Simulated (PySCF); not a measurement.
# Computed properties of ClFH4Si2, SMILES F[SiH2][SiH2]Cl

ClFH4Si2, SMILES F[SiH2][SiH2]Cl. The structure is a stationary point at B3LYP-D3(BJ)/def2-SVP. This is a generated structure with no PubChem entry under its InChIKey; it may be hypothetical. The values are those of a single conformer. All values are computed for the isolated molecule unless a solvent is named; none is compared with measurement here.

**Structure.** All 18 harmonic modes at B3LYP-D3(BJ)/def2-SVP (PySCF) are real, so it is a minimum. With heavy atoms numbered as in [SiH2:1]([F:2])[SiH2:3][Cl:4], the shortest bond between them is Si1–F2 at 1.633 Å and the longest Si1–Si3 at 2.348 Å.

**Vibrations.** The strongest infrared lines (harmonic, unscaled, degenerate partners summed) lie at 825 cm⁻¹ (347 km/mol, H 88 %, Si 11 %), 908 cm⁻¹ (231 km/mol, H 71 %, Si 20 %, F 9 %), 2239 cm⁻¹ (157 km/mol, H 96 %). The softest mode is at 52 cm⁻¹ and the zero-point energy is 24.4 kcal/mol.

**Electronic structure.** CAM-B3LYP/def2-TZVP (PySCF) places the frontier levels at -9.61 and 0.01 eV, a gap of 9.62 eV, and gives a dipole moment of 2.14 D and a mean polarisability of 64.1 bohr³.

**Excitations.** TDDFT-B3LYP/def2-SVPD (PySCF) has S1 at 5.88 eV (211 nm, f = 0.020, weak); the most intense of the 10 singlets computed lies at 7.59 eV (f = 0.15). T1 (TDA) is at 5.29 eV. No vertical singlet excitation falls in the visible range (under 3.1 eV).

**NMR.** GIAO shifts at PBE0/pcSseg-1 (PySCF) (non-relativistic, atoms alike by connectivity averaged): ¹H from 5.4 to 5.8 ppm against TMS; ²⁹Si from -21.1 to 8.5 ppm against TMS; ¹⁹F at -266.1 ppm against CFCl3. Without spin–orbit terms, shifts of atoms bonded to Cl or Br come out too high.
